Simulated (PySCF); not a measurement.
Species: trans-Ti(PH3)2F4 (singlet state).
Structure used (PBE0-D3(BJ)/def2-SVP), in Å, numbered top down from 1:
```xyz
13
F4H6P2Ti angstrom
Ti    -0.0009   -0.0532    0.0028
P      0.0027   -0.0793    2.7569
H      0.4905    1.1453    3.2822
H      0.9499   -0.9404    3.3649
H     -1.0822   -0.2670    3.6527
P     -0.1339   -0.0296   -2.7518
H      1.0722    0.4340   -3.3386
H     -1.0025    0.9425   -3.3079
H     -0.3950   -1.1016   -3.6448
F      1.6810    0.0209    0.6092
F     -1.7302    0.0248    0.3580
F      0.1017    1.6299   -0.5927
F      0.0774   -1.7786   -0.3688
```

Computed with TDDFT CAM-B3LYP/def2-SVPD, vertical, gas phase, core orbitals frozen in the response (PySCF).

Transition dipole moments from the ground state, in atomic units and in the frame of the coordinates above (overall signs are arbitrary), for the states with f of 0.002 or more among the lowest 6:

```
state  E (eV)      μx      μy      μz
   S1   4.866   0.189  -0.182   0.437
   S2   4.910  -0.174  -0.179  -0.070
   S3   5.243   0.010   0.000   1.136
   S4   5.297   0.011  -0.025  -1.743
   S5   5.420   0.075   0.084   0.054
   S6   5.465  -0.085   0.071  -0.395
```

(1) Work out the oscillator strengths.

(2) What angle do the transition dipoles of S1 and S6 make?

(3) How is the summed strength of these states shared among x, y and z?

(4) What peak molar absorption coefficient would the strongest computed level give as a lone Gaussian band 0.4 eV wide at half height?

## Answers

(1) f = (2/3) ΔE |μ|² with ΔE in hartree (27.2114 eV).

| state | \|μ\|² (au) | \|μ\| (D) | f |
| --- | --- | --- | --- |
| S1 | 0.260 | 1.30 | 0.031 |
| S2 | 0.067 | 0.66 | 0.008 |
| S3 | 1.291 | 2.89 | 0.166 |
| S4 | 3.038 | 4.43 | 0.394 |
| S5 | 0.016 | 0.32 | 0.002 |
| S6 | 0.168 | 1.04 | 0.022 |

(2) |cos θ| = |μa·μb| / (|μa| |μb|) = 0.96, so θ ≈ 15° (taken between 0 and 90°, since the signs are arbitrary).

(3) (2/3) Σ ΔE μα² gives 0.010 for x, 0.010 for y and 0.605 for z, 0.624 in all.

(4) ε(max) = 2.175×10⁸ f / FWHM, with the width in cm⁻¹. S4: 2.175×10⁸ × 0.3942 / 3226 ≈ 27000 L mol⁻¹ cm⁻¹.
